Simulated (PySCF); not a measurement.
**Relaxation of singlet ZrO₂**

Computed with PySCF, B3LYP, basis Zr def2-TZVP with ECP28, O def2-TZVP (scalar-relativistic core potentials, no spin–orbit coupling, density fitting). A (50,194) grid was used.

A hand-made bent start, of C2v symmetry, held to at least that symmetry:

```xyz
3
charge 0 multiplicity 1, angstrom
Zr    0.0000    0.0000   -0.2770
O     1.5072    0.0000    0.7784
O    -1.5072    0.0000    0.7784
```

Optimiser trace:
```tsv
step	E − E(last) (kJ/mol)	largest gradient (Eh/bohr)
0	15.89	0.05441
1	0.68	0.00941
2	0.01	0.00078
3	0.00	0.00007
```

It ends at C2v with Zr–O 1.776 Å (×2); O–Zr–O 108.3° (after a last refinement on a finer grid). A frequency run shows a minimum.
